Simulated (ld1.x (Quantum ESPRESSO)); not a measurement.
**germanium: excitation energies, all-electron against PAW**

Ge, PAW, made with ld1.x (Quantum ESPRESSO) 7.5 (BP86, scalar-relativistic). Core [Ne] 3s2, reference 3p6 3d10 4s2 4p1 (charge +1). Waves: 4s (bound): rcut 1.40, rcutus 1.80 bohr; 4s channel at 1 Ry: rcut 1.40, rcutus 1.80 bohr; 3p (bound): rcut 1.15, rcutus 1.40 bohr; 4p (bound): rcut 1.15, rcutus 1.40 bohr; 3d (bound): rcut 1.00, rcutus 1.35 bohr; 3d channel at 1.1 Ry: rcut 1.00, rcutus 1.35 bohr. Local part: all-electron potential smoothed inside 1.45 bohr (lloc = -1). Core correction: Bessel-smoothed model core, default radius (core density twice the valence density). Augmentation charge: BG, radius 1.15 bohr.

Energies are relative to the spin-unpolarised reference configuration 3p6 3d10 4s2 4p1; without spin polarisation the order of configurations can differ from experiment.

(1) Give the all-electron excitation energy and the error of the potential for: 3p6 3d10 4s2 4p2; 3p6 3d10 4s2 4p0; 3p6 3d10 4s1 4p0; 3p6 3d10 4s1 4p3; 3p5 3d10 4s2 4p2; 3p6 3d10 4s2 4p2.3; 3p6 3d10 4s0 4p0.

Answers

(1)

| valence configuration | charge | ΔE all-electron (eV) | error AE − PS (meV) |
| --- | --- | --- | --- |
| 3p6 3d10 4s2 4p2 | 0 | -7.589 | +1.0 |
| 3p6 3d10 4s2 4p0 | +2 | 15.603 | -2.0 |
| 3p6 3d10 4s1 4p0 | +3 | 50.599 | +5.8 |
| 3p6 3d10 4s1 4p3 | 0 | 0.406 | +12 |
| 3p5 3d10 4s2 4p2 | +1 | 118.189 | +32 |
| 3p6 3d10 4s2 4p2.3 | -0.3 | -8.512 | +1.1 |
| 3p6 3d10 4s0 4p0 | +4 | 96.825 | +36 |
